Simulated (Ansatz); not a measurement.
CH5F2NOSi, SMILES `CO[Si](N)(F)F`. The species carries charge 0 and has multiplicity 1.

```xyz
11

C     0.6483   -1.1423   -1.4023
O     0.4509   -0.6846   -0.0799
Si   -0.1798    0.7319    0.3566
N    -0.6761    0.6322    1.9529
F    -1.3196    1.0964   -0.6924
F     0.8399    1.9393    0.2341
H     0.7486   -2.2279   -1.3724
H     1.5634   -0.7166   -1.8230
H    -0.1951   -0.8818   -2.0475
H    -1.1192   -0.1864    2.3298
H    -0.7614    1.4396    2.5441
```

Task: List the harmonic frequencies (cm⁻¹, unscaled) at PBE0-D4/def2-TZVP in Ansatz. (Best estimate.)

Result: Ansatz gave: 73, 77, 136, 184, 228, 253, 315, 353, 368, 428, 724, 792, 906, 964, 991, 1167, 1187, 1230, 1486, 1498, 1502, 1577, 3039, 3110, 3133, 3644, 3742.

Task: Is this a minimum?

Result: Yes, all 27 modes are real.

Task: Give the ideal-gas thermochemistry at 298.15 K and 1 bar (rigid rotor, harmonic oscillator; point group C1, symmetry number 1).

Result: Zero-point energy 198.0 kJ/mol; H(298) − E = 222.6 kJ/mol; entropy 374.8 J/(mol·K), of which translation 167.8, rotation 113.9, vibration 93.0; G(298) − E = 110.9 kJ/mol. Modes under 100 cm⁻¹ are hindered rotations or soft bends, so the harmonic entropy is rough.
